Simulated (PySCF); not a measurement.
**Excitation energy of Sr by level of theory**

Sr [Kr] 5s2 (1S) → Sr [Kr] 5p2 (3P), as a difference of total energies. Computed with PySCF 2.14 in def2-TZVPPD with the def2 core potential (28 electrons) (6s4p3d1f, 40 functions), with a scalar-relativistic core potential. Correlated levels: valence: 4s2 4p6 frozen. The calculations carry no spin-orbit coupling.

| method | excitation energy (eV) |
| --- | --- |
| UHF | 3.899 |
| MP2 (valence) | 4.263 |
| SCS-MP2 (valence) | 4.430 |
| CCSD (valence) | 4.160 |

Question: How much does correlation contribute at MP2 (valence)?

Answer: 4.263 − (3.899) = 0.364 eV, measured against UHF.

Errors of the correlated levels include the incompleteness of this basis and the frozen core.

With two correlated electrons CCSD is exact in that space.

The coupled-cluster amplitudes are large for the upper state (T1 above 0.03 or a double amplitude above 0.15), so a single reference is strained.

For comparison: 4.405 eV (measured; NIST levels, between the centres of gravity of the two terms).
